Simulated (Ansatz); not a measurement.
`F[SiH]1[SiH2][SiH2]1` + H₂ → `[SiH2]1[SiH2][SiH2]1` + H–F at 700 K and 1 bar (hydrogenolysis of the Si–F bond).

Isolated molecules relaxed with PBE0-D4/def2-TZVP in Ansatz; ΔE leaves out vibrations. CCSD(T)/CBS is the MP2 limit (def2-TZVPP, def2-QZVPP) plus CCSD(T) − MP2 in def2-TZVPP, frozen cores. This one scheme is used for every species.

```
               species  CCSD(T)/CBS energy (Eh)  H − E (kJ/mol)  S (J/(mol·K))
`F[SiH]1[SiH2][SiH2]1`               -970.04125           195.1          463.3
                    H₂                 -1.17544            46.8          155.3
`[SiH2]1[SiH2][SiH2]1`               -870.78925           202.7          420.2
                   H–F               -100.39570            45.2          198.5
```

H − E and S are ideal-gas, rigid-rotor, harmonic terms from PBE0-D4/def2-TZVP. The MP2-based limit puts H₂ 0.8 mEh under its directly extrapolated value; such offsets cancel only in part. 1 Eh = 2625.50 kJ/mol, R = 8.31446 J/(mol·K).

Q: By hand: ΔE, ΔH, ΔS and ΔG.

A: ΔE = (-870.78925) + (-100.39570) − (-970.04125) − (-1.17544) = 0.03174 Eh = 83.3 kJ/mol. Δ(H − E) = 202.7 + 45.2 − 195.1 − 46.8 = 6.0, so ΔH = 89.3 kJ/mol. ΔS = 420.2 + 198.5 − 463.3 − 155.3 = 0.1 J/(mol·K). ΔG = 89.3 − 700 × (0.1)/1000 = 89.2 kJ/mol.

Q: By hand: the equilibrium constant, and the temperature at which ΔG would vanish if ΔH and ΔS stayed fixed.

A: log₁₀ K = −ΔG/(RT ln 10) = -6.7. ΔG = 0 at ΔH/ΔS = 893000 K, far beyond where these terms or the molecules hold.

The number of gas molecules stays the same, so ΔS is small and ΔH decides. A doubt of 5 kJ/mol in ΔE shifts log₁₀ K by 0.4 here. These are equilibria of isolated gas molecules and say nothing of rates. Largest T1 diagnostic: 0.015 (customary marks: 0.02 for closed shells, 0.045 for open ones).
